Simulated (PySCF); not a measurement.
# Electronic absorption of C4H12N2Si

C₄H₁₂N₂Si.
SMILES: `CC/C(C)=N\N[SiH3]`

Computed, not measured: PySCF 2.14.0, density-fitted response routines, TDDFT wB97X-D/def2-SVPD, vertical, gas phase, core orbitals frozen in the response. Isolated species at its GFN2-xTB geometry (one conformer only). GFN2-xTB frequencies show an imaginary mode (25i cm⁻¹), so this geometry is no minimum at that level. Torsions of this conformer, `[CH3:1][CH2:2]/[C:3]([CH3:4])=[N:5]\[NH:6][SiH3:7]`: C1–C2–C3–C4 97°, C3–N5–N6–Si7 -178°.

Q: What does the calculation give for the low-lying excited states?

A: 

| state | λ (nm) | E (eV) | f | \|μ\| (D) | main configurations (H = HOMO, L = LUMO) |
| --- | --- | --- | --- | --- | --- |
| S1 | 215.7 | 5.75 | 0.044 | 1.41 | H→L (81%) |
| S2 | 206.1 | 6.02 | 0.0099 | 0.66 | H-1→L+1 (48%), H-1→L (34%) |
| S3 | 203.8 | 6.09 | 0.359 | 3.95 | H→L+1 (84%), H→L (8%) |
| S4 | 180.5 | 6.87 | 0.0030 | 0.34 | H→L+2 (71%), H→L+6 (15%) |
| S5 | 177.5 | 6.99 | 0.021 | 0.89 | H→L+3 (42%), H→L+6 (25%), H→L+5 (20%) |
| S6 | 172.3 | 7.20 | 0.0029 | 0.32 | H→L+4 (33%), H→L+3 (26%), H→L+5 (19%) |
| S7 | 170.4 | 7.27 | 0.011 | 0.62 | H-1→L (52%), H-1→L+1 (38%) |
| S8 | 168.5 | 7.36 | 0.0068 | 0.49 | H→L+6 (52%), H→L+2 (16%), H→L+3 (16%) |

Triplets, Tamm–Dancoff:

| state | E (eV) | λ (nm) | main configurations (H = HOMO, L = LUMO) |
| --- | --- | --- | --- |
| T1 | 4.12 | 301.2 | H→L+1 (48%), H→L (31%) |
| T2 | 5.23 | 237.3 | H-1→L+1 (50%), H-1→L (32%) |
| T3 | 5.67 | 218.8 | H→L (49%), H→L+1 (35%), H→L+2 (8%) |

The lowest singlet comes at 216 nm (555 kJ/mol) in the ultraviolet; it is of moderate strength; its leading configuration is HOMO→LUMO (81%). The strongest level in the table is S3 at 6.09 eV (204 nm, f = 0.359). Löwdin shares by element: HOMO nitrogen 56%, carbon 19% or more, silicon 6% (atoms not listed hold the other 19%); LUMO carbon 20% or more, silicon 16%, nitrogen 9% or more (atoms not listed hold the other 54%). The oscillator strengths of these states sum to 0.457; summed over the whole spectrum of an exact calculation they would give the number of electrons, 64 (Thomas–Reiche–Kuhn). Weighted by f, the mean energy of these states is 6.15 eV. Of the 8 states listed, 4 reach f = 0.01 and none stays under 0.0005. The window holds the lowest 8 singlets.
